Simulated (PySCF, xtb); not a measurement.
AlH₂O₂, SMILES [OH][Al+][OH], charge +1.

GFN2-xTB (xtb 6.7.1) at its own geometry gives an orbital gap of 3.63 eV.

Geometry: B3LYP-D3(BJ)/def2-TZVP. The multiplicity is an assumed one; other spin states were not compared. The isomer is the one that the SMILES or the coordinates give; other isomers of the formula were not compared. Other conformers were not sampled.

**Question.** What does r2SCAN/def2-TZVPD run with PySCF give? (An estimate is asked for; the answer gives what the named calculation found.)

**Answer.** gap 5.88 eV (levels -14.60 and -8.72 eV).
